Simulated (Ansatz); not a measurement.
`O[Si](F)(Br)O[SiH3]` + H₂O → `O[Si](O)(F)O[SiH3]` + HBr  (formal hydrolysis of the Si–Br bond)

Computed with Ansatz on PBE0-D4/def2-TZVP structures; ΔE is electronic, products minus reactants. CCSD(T)/CBS is the MP2 limit (def2-TZVPP, def2-QZVPP) plus CCSD(T) − MP2 in def2-TZVPP, frozen cores. This one scheme is used for every species. DFT in def2-TZVPP. B3LYP here is the variant with VWN-RPA as its local correlation; programs differ in this. For Br outer-core shells are correlated without core-valence functions, which leaves a few kJ/mol of doubt a bond. Scalar relativity is left out up to krypton. Each species was taken in one conformer, which may not be the lowest.

```csv
level,ΔE (kJ/mol),difference from CCSD(T)/CBS
r2SCAN-D4,-26.2,-4.6
PBE0-D4,-19.1,2.5
ωB97X-V,-25.8,-4.2
ωB97M-V,-25.4,-3.8
B2PLYP,-30.5,-8.9
PBE,-19.8,1.8
PBE0,-22.4,-0.8
B3LYP,-32.9,-11.3
HF/def2-TZVPP,-41.4,-19.8
SCS-MP2/def2-TZVPP,-28.5,-6.9
CCSD(T)/def2-TZVPP,-29.7,-8.1
HF/def2-QZVPP,-41.9,-20.3
MP2/def2-QZVPP,-18.8,2.8
HF/CBS(def2),-42.0,-20.4
MP2/CBS(def2),-15.2,6.4
CCSD/CBS(def2),-24.2,-2.6
CCSD(T)/CBS,-21.6,0
```

Largest T1 diagnostic among the species: 0.011.

In def2-TZVPP, CCSD(T) changes the Hartree–Fock value by +11.6 kJ/mol (the triples alone add +2.6 kJ/mol) and MP2 by +18.1 kJ/mol. The D4 term adds +6.2 kJ/mol with B3LYP and +3.3 kJ/mol with PBE0; it sums over pairs of atoms, weighted by their polarisabilities, and B3LYP, whose exchange is more repulsive, gets the larger term.
